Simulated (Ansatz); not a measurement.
Start from `O[SiH](O)O[SiH3]` and change one atom or group to get `O[SiH](O)[O][GeH3]`.

Ansatz, PBE0-D4/def2-TZVP geometries, multiplicity 1. Each molecule was computed in one conformer, which needn't be the lowest.

Scalar relativity is left out up to krypton.

```json
{"property": "HOMO–LUMO gap (PBE0/def2-TZVPP) / eV", "`O[SiH](O)O[SiH3]`": "9.08"}
{"property": "HOMO–LUMO gap (ωB97M-V/def2-TZVPP) / eV", "`O[SiH](O)O[SiH3]`": "12.96"}
{"property": "size of the dipole moment (PBE/def2-TZVPP) / D", "`O[SiH](O)O[SiH3]`": "1.41"}
{"property": "HOMO energy (ωB97M-V/def2-TZVPP) / eV", "`O[SiH](O)O[SiH3]`": "-11.15"}
{"property": "LUMO energy (PBE0/def2-TZVPP) / eV", "`O[SiH](O)O[SiH3]`": "0.24"}
{"property": "LUMO energy (ωB97M-V/def2-TZVPP) / eV", "`O[SiH](O)O[SiH3]`": "1.80"}
```

What does the change do to each property? (Best estimate.)

Computed: 
```tsv
property	`O[SiH](O)[O][GeH3]`	shift
HOMO–LUMO gap (PBE0/def2-TZVPP) / eV	8.86	-0.22
HOMO–LUMO gap (ωB97M-V/def2-TZVPP) / eV	12.91	-0.05
size of the dipole moment (PBE/def2-TZVPP) / D	2.00	0.59
HOMO energy (ωB97M-V/def2-TZVPP) / eV	-11.06	0.09
LUMO energy (PBE0/def2-TZVPP) / eV	0.14	-0.10
LUMO energy (ωB97M-V/def2-TZVPP) / eV	1.85	0.05
```

With PBE0 the HOMO rises by 0.12 eV and the LUMO falls by 0.10 eV, so the gap narrows by about 0.22 eV. PBE moves the HOMO by 0.16 eV and ωB97M-V by 0.09 eV. Dipoles are sizes alone; their direction can turn.

Positive LUMOs are unbound, so they and the gaps depend on the basis.
